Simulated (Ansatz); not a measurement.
Two structures of BNH6O2, closed shell, reached by relaxing down either side of one saddle point (PBE0-D4/def2-TZVP). Energies are electronic, without zero-point energy. Computed with Ansatz 0.2.0 (basis: def2-TZVPP and def2-QZVPP); correlated methods freeze the cores. Extrapolation: Hartree–Fock as exp(−7.88 √X), correlation as X^−2.97. First:

| atom | x (Å) | y (Å) | z (Å) |
| --- | --- | --- | --- |
| B1 | 0.5037 | 0.2575 | 0.0871 |
| H2 | 0.7453 | 0.9037 | 1.0984 |
| O3 | 0.2292 | 1.0229 | -1.0924 |
| O4 | 1.3500 | -0.8702 | -0.1342 |
| H5 | -1.6835 | 0.1834 | 0.7757 |
| N6 | -0.9884 | -0.4834 | 0.4586 |
| H7 | 0.3465 | 1.9590 | -0.9399 |
| H8 | 1.6715 | -0.8462 | -1.0371 |
| H9 | -1.3253 | -0.9346 | -0.3871 |
| H10 | -0.8488 | -1.1921 | 1.1708 |

Second:

```
10
angstrom
B 0.3615 -0.4955 -0.6282
H -0.6698 2.2031 2.0079
O 0.7390 0.8044 -0.8862
O 1.1851 -1.5001 -1.0665
H -0.3445 1.5333 1.9454
N -0.8151 -0.8508 0.0669
H 0.1464 1.4676 -0.5315
H 1.9611 -1.1473 -1.5060
H -1.5097 -0.2007 0.3816
H -1.0541 -1.8140 0.2164
```

(1) Which bonds change from the first to the second?

(2) Give the saddle point's structure and its height above each. (To be estimated.)

The T1 diagnostic stays at or below 0.012.

## Answers

(1) BH₃O₂ ([OH][BH][OH]) + NH₃ → BNH₄O₂ ([NH2][B]([OH])[OH]) + H₂; bonds formed: H2–H5; dative contacts that become bonds: B1–N6; bonds broken: B1–H2, H5–N6.

(2) The calculation gives: 1.746 eV above the first and 2.322 eV above the second (CCSD(T) at an estimated basis limit (MP2 extrapolated from triple and quadruple zeta, plus CCSD(T) − MP2 in triple zeta)).
```
10
angstrom
B 0.3366 0.0304 -0.1299
H 0.3857 0.8874 1.1044
O 0.3916 0.9176 -1.2097
O 1.3015 -0.9595 -0.0366
H -0.5124 0.3337 1.1003
N -1.0659 -0.5297 0.3083
H -0.0437 1.7559 -1.0549
H 2.1417 -0.6558 -0.3859
H -1.8598 -0.2723 -0.2603
H -1.0753 -1.5075 0.5641
```

The step is the kind of exchange with an N–H group that builds nitride films in atomic layer and chemical vapour deposition.

Labels in which every atom is bracketed show which atoms are joined, not bond orders.

For scale, one of the runs: CCSD(T)/def2-TZVPP, 208 basis functions, launched by `ansatz run in.yaml --threads 4 --pin off --events-out ev --progress --plain --max-ram 9574MiB`. Hardware: 4 CPU threads of an Arm Neoverse V1, shared host. Wall time 58 s; peak host memory 3.1 GiB.
